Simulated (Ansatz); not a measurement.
Reactions of `C=C([SiH3])NC`.

Isolated molecules relaxed with PBE0-D4/def2-TZVP in Ansatz; ΔE leaves out vibrations. CBS: MP2 limit from def2 TZ/QZ plus the TZ coupled-cluster correction, frozen cores. This one scheme is used for every species. Functionals use def2-TZVPP. def2 core potentials past Kr. For Sn outer-core shells are correlated without core-valence functions, which leaves a few kJ/mol of doubt a bond. Each species was taken in one conformer, which may not be the lowest.

| reaction | CCSD(T)/CBS(def2) (eV) |
| --- | --- |
| `C=C([SiH3])NC` + H₂ → `C=CNC` + SiH₄ | -0.28 |
| `C=C([SiH3])NC` + `C[NH][SnH3]` → `C[NH][SnH2][SiH3]` + `C=CNC` | ? |
| `C=C([SiH3])NC` + `OP[SiH3]` → `OP([SiH3])[SiH3]` + `C=CNC` | -0.26 |
| `C=C([SiH3])NC` + `OBF` → `FBO[SiH3]` + `C=CNC` | -0.94 |
| `C=C([SiH3])NC` + `SS` → `C=C([SiH3])SS` + CH₃NH₂ | -0.20 |

(1) Fill in the missing values. (An estimate is asked.)

Largest T1 diagnostic: 0.014, for `OP([SiH3])[SiH3]`.

Results:

(1) Ansatz gave: `C=C([SiH3])NC` + `C[NH][SnH3]` → `C[NH][SnH2][SiH3]` + `C=CNC`: -0.38 eV.
